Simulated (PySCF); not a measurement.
PySCF input file for SbF₄, SMILES [F][Sb+]([F])([F])[F], charge +1, IEF-PCM-ωB97X/def2-SVP. Coordinates come from a B3LYP-D3(BJ)/def2-SVP optimisation. The spin state was assumed, not searched. The isomer is the one that the SMILES or the coordinates give; other isomers of the formula were not compared. The def2 effective core potentials stand for the cores of Sb; spin–orbit coupling is left out.

```python
import numpy as np
from pyscf import gto, scf, dft
from pyscf.solvent import pcm

mol = gto.M(
    atom='''
    Sb    0.00000000    0.00000000   -0.00000000
    F     1.07708995    1.07708995   -1.07708995
    F    -1.07708995    1.07708995    1.07708995
    F    -1.07708995   -1.07708995   -1.07708995
    F     1.07708995   -1.07708995    1.07708995
    ''',
    basis='def2-SVP',
    ecp={'Sb': 'def2-svp'},
    charge=1,
    spin=0,
    max_memory=1600,
    verbose=3,
)
mf = dft.RKS(mol, xc='wb97x').density_fit(auxbasis='def2-universal-jkfit')
mf.grids.level = 3
mf.conv_tol = 1e-9
mf.max_cycle = 100
mf.kernel()
res = {}
for name, eps in {'water': 78.355, 'N,N-dimethylformamide': 37.219, 'ethylethanoate': 5.9867}.items():
    s = mf.PCM()
    s.with_solvent.method, s.with_solvent.eps, s.with_solvent.lebedev_order = 'IEF-PCM', eps, 29
    s.kernel(mf.make_rdm1())
    res[name] = (s.e_tot, eps, s.dip_moment(), s.mo_energy, s.converged)
    print(f'{name}: electrostatic solvation free energy {(s.e_tot - mf.e_tot) * 627.509474:.3f} kcal/mol')
```

It prints:

```
converged SCF energy = -638.894667768477

WARN: PCM is an experimental feature. It is still in testing.
Features and APIs may be changed in the future.

converged SCF energy = -639.00515096276

WARN: System has nonzero charge 1; the dipole moment is origin-dependent.
Location of origin: [0. 0. 0.]

Dipole moment(X, Y, Z, Debye): -0.00000,  0.00000,  0.00000
water: electrostatic solvation free energy -69.329 kcal/mol

WARN: PCM is an experimental feature. It is still in testing.
Features and APIs may be changed in the future.

converged SCF energy = -639.003446918432

WARN: System has nonzero charge 1; the dipole moment is origin-dependent.
Location of origin: [0. 0. 0.]

Dipole moment(X, Y, Z, Debye): -0.00000,  0.00000, -0.00000
N,N-dimethylformamide: electrostatic solvation free energy -68.260 kcal/mol

WARN: PCM is an experimental feature. It is still in testing.
Features and APIs may be changed in the future.

converged SCF energy = -638.986769874312

WARN: System has nonzero charge 1; the dipole moment is origin-dependent.
Location of origin: [0. 0. 0.]

Dipole moment(X, Y, Z, Debye):  0.00000,  0.00000,  0.00000
ethylethanoate: electrostatic solvation free energy -57.795 kcal/mol
```

The calculation finished and met its thresholds.

Cost: around 30 core-seconds (rough).
